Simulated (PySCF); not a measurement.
CH4ClFOSi2, SMILES O=C([SiH2]F)[SiH2]Cl.

Geometry: PBE0-D3(BJ)/def2-SVP. The structure was generated by enumeration, and PubChem lists no compound with its InChIKey, so it may never have been made. One conformer was computed; it need not be the lowest.

Two levels are set side by side: PBE/def2-TZVP (PySCF) and HF/def2-TZVP (PySCF). Same geometry, gas phase. Differences are taken from unrounded values.

```json
[
 {"quantity": "orbital gap (eV)", "HF": "11.83", "PBE": "2.02", "PBE minus HF": "-9.82"},
 {"quantity": "highest occupied level (eV)", "HF": "-10.28", "PBE": "-5.59", "PBE minus HF": "4.69"},
 {"quantity": "lowest empty level (eV)", "HF": "1.55", "PBE": "-3.57", "PBE minus HF": "-5.13"},
 {"quantity": "dipole moment (D)", "HF": "0.62", "PBE": "0.46", "PBE minus HF": "-0.16"},
 {"quantity": "mean polarisability (bohr³)", "HF": "69.2", "PBE": "80.9", "PBE minus HF": "11.7"}
]
```

Without exact exchange PBE keeps part of each electron's self-repulsion, which lifts occupied levels and narrows the gap. Loosely held outer electrons make PBE densities more polarisable. Differences between two approximate levels are no errors against the true value.

Rough cost on one machine, each run with all the roots and properties that it gave: HF against PBE about 1/3.
